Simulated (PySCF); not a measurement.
Compound: C₅H₁₀FSSi (doublet state).
Z-matrix (Å and degrees, GFN2-xTB geometry), rows numbered from 1:
```
F 
C   1  1.3847
Si  2  1.9184  1  112.28
C   3  1.9025  2   98.33  1  -175.48
C   4  1.5348  3  111.24  2    51.43
C   5  1.4844  4  115.16  3   -52.08
C   6  1.4414  5  124.03  4    49.19
S   7  1.9460  2  106.34  1    57.73
H   2  1.0998  1  104.74  3   119.79
H   3  1.4599  2  110.94  1   -56.42
H   3  1.4632  2  108.48  1    67.44
H   4  1.0891  3  111.66  2   173.13
H   4  1.0917  3  109.73  2   -68.92
H   5  1.0935  4  109.91  3  -175.27
H   5  1.1005  4  107.56  3    69.02
H   6  1.0800  5  116.49  4  -149.38
H   7  1.0918  2  110.80  1   -53.00
H   8  1.3329  7   93.96  2  -178.09
```

The hyperfine couplings belong to this conformer and change with its torsions.

As a line formula: `F[C@@H]1[SiH2]CC[CH][C@@H]1S` [radical].

Method used: PySCF, UKS B3LYP, pcH-1 on C F H S Si, non-relativistic, mean-field spin-orbit, GIAO. The structure is a single GFN2-xTB conformer in the gas phase; no vibrational or solvent corrections. The geometry wasn't refined by DFT: couplings that depend on bond lengths, twists or pyramidal angles can differ widely from those at the functional's own minimum. Stability of the SCF solution: not tested.

The largest Mulliken spin populations are on C6 (+0.92), S8 (+0.18), C7 (-0.09) and C5 (-0.07). The positive populations add up to 1.21 and the negative ones to -0.21, together 2S = 1. The angles at C6 add up to 357.5°, so it is nearly planar; its axial dipolar tensor and the negative coupling of its proton fit spin in a p orbital normal to that plane.

McConnell's relation a(H) = Q·ρ ties the coupling of a proton on a planar π carbon to the spin population of that carbon. What Q do the computed values give?

```csv
H,C,ρ(C),a(H) (G),a/ρ (G)
H16,C6,+0.919,-19.16,-20.9
```

One proton gives one ratio, Q = -20.9 G, and no test of linearity.

Couplings in gauss use g_iso = 2.0034.
